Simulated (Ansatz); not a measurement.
Geometry optimisation, Ansatz 0.2.0, RKS PBE/def2-SVP.

Input:

```yaml
crystal:
  periodic: [false, false, false]
  atoms:
    - { symbol: B, position_ang: [-1.047164, -0.380624, -0.699444] }
    - { symbol: Cl, position_ang: [1.33843, 1.306181, -1.920702] }
    - { symbol: Cl, position_ang: [-1.311906, -1.313359, -2.164236] }
    - { symbol: Cl, position_ang: [-2.15094, 0.907728, -0.224092] }
    - { symbol: H, position_ang: [1.449074, 0.0926, -1.424632] }
    - { symbol: O, position_ang: [0.044096, -0.781909, 0.125472] }
    - { symbol: C, position_ang: [0.35046, -0.089052, 1.336806] }
    - { symbol: H, position_ang: [-0.539809, -0.002408, 1.992117] }
    - { symbol: H, position_ang: [0.732804, 0.930673, 1.119241] }
    - { symbol: H, position_ang: [1.134953, -0.669931, 1.85927] }
basis:
  gaussian: { orbitals: def2-SVP }
hamiltonian:
  xc: pbe
relax:
  f_tol: 0.03
  max_steps: 50
```

Run as:

```bash
$ ansatz run input.yaml --threads 2 --pin off --max-ram 3072MiB --backend cpu --events-out ev --progress --plain --runs-dir out
```

Problem. Where does it end, and by what steps?

Solution. It converged. The force dipped under the threshold on the way, but the program's further checks kept it going. After 37 steps the energy has fallen by 0.194 eV; Cl4 moved furthest, 1.90 Å.

```
step  energy less start (eV)  largest force component (eV/Å)  accepted
   0                  0.0000                           1.646       yes
   2                 -0.0633                           1.279        no
   4                 -0.1213                           0.622       yes
   6                 -0.1545                           0.181       yes
   8                 -0.1635                           0.348        no
  10                 -0.1730                           0.051       yes
  12                 -0.1758                           0.043       yes
  14                 -0.1803                           0.131       yes
  16                 -0.1852                           0.070       yes
  18                 -0.1874                           0.195        no
  20                 -0.1888                           0.041       yes
  22                 -0.1903                           0.080       yes
  24                 -0.1914                           0.059       yes
  26                 -0.1921                           0.041       yes
  28                 -0.1928                           0.057       yes
  30                 -0.1934                           0.041       yes
  32                 -0.1935                           0.019       yes
  34                 -0.1939                           0.044       yes
  36                 -0.1941                           0.050       yes
  37                 -0.1943                           0.011       yes
```

```xyz
10
Properties=species:S:1:pos:R:3
B -1.319 -0.558 -0.572
Cl 2.560 0.917 -1.633
Cl -1.612 -0.924 -2.269
Cl -2.614 -0.734 0.620
H 1.396 0.374 -1.368
O -0.080 -0.136 -0.224
C 0.329 0.200 1.109
H -0.409 0.868 1.595
H 1.306 0.710 1.022
H 0.442 -0.719 1.719
```

The run took 49 s on 2 threads of Intel(R) Xeon(R) 6975P-C (Granite Rapids), on a shared host, peak memory 0.18 GiB.
